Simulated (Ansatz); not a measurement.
Species: sum formula GaClF2, charge 0, multiplicity 1. SMILES: [F][Ga]([Cl])[F]
Geometry from a B3LYP-D3(BJ)/def2-TZVP (Ansatz, an electronic-structure program) optimisation:
```
Ga
F 1 1.7390
F 1 1.7390 2 116.52
Cl 1 2.1100 2 121.74 3 -180.00
```
Charge 0, spin multiplicity 1.

Quantity: vertical ionisation energy (to the doublet state of charge +1; each state is the SCF solution reached for its spin), in eV. Cores are frozen in the correlated levels unless marked. UHF or UKS for open shells. Spin-orbit coupling is left out. The frozen core is the preceding noble-gas configuration, with the filled d and f shells of earlier blocks. Non-relativistic. CBS marks a two-point X^-3 extrapolation of the correlation energy; Hartree-Fock from the larger set. [CCSD(T)-MP2]/basis is that difference in the basis named.

| level | program | vertical ionisation energy (eV) | minus last row |
|---|---|---|---|
| HF/def2-SVPD | Ansatz | 12.06 | -0.92 |
| HF/def2-TZVPPD | Ansatz | 11.82 | -1.16 |
| HF/def2-QZVPPD | Ansatz | 11.80 | -1.18 |
| SVWN5/def2-TZVPD | Ansatz | 12.55 | -0.43 |
| PBE/def2-TZVPD | Ansatz | 12.28 | -0.70 |
| BHLYP/def2-TZVPD | Ansatz | 12.78 | -0.20 |
| CAM-B3LYP/def2-TZVPD | Ansatz | 12.89 | -0.09 |
| wB97X-V/def2-TZVPD | Ansatz | 12.88 | -0.10 |
| B2PLYP/def2-TZVPD | Ansatz | 12.79 | -0.19 |
| MP2/def2-SVPD | Ansatz | 12.90 | -0.08 |
| MP2/def2-QZVPPD | Ansatz | 12.98 | 0.00 |
| MP2/CBS(def2-TZVPPD,def2-QZVPPD) | Ansatz | 13.07 | 0.09 |
| RI-MP2/def2-QZVPPD | Ansatz | 12.98 | 0.00 |
| SCS-MP2/def2-SVPD | Ansatz | 12.82 | -0.16 |
| SCS-MP2/def2-TZVPPD | Ansatz | 12.81 | -0.17 |
| SCS-MP2/def2-QZVPPD | Ansatz | 12.91 | -0.07 |
| CCSD/def2-TZVPPD | Ansatz | 12.74 | -0.24 |
| CCSD/CBS(def2-TZVPPD,def2-QZVPPD) | Ansatz | 12.92 | -0.06 |
| CCSD(T)/def2-TZVPPD | Ansatz | 12.78 | -0.20 |
| RI-MP2/CBS(def2-TZVPPD,def2-QZVPPD)+[CCSD(T)-MP2]/def2-SVPD | Ansatz | 12.95 | -0.03 |
| CCSD(T)/CBS(def2-TZVPPD,def2-QZVPPD) | Ansatz | 12.98 | 0.00 |
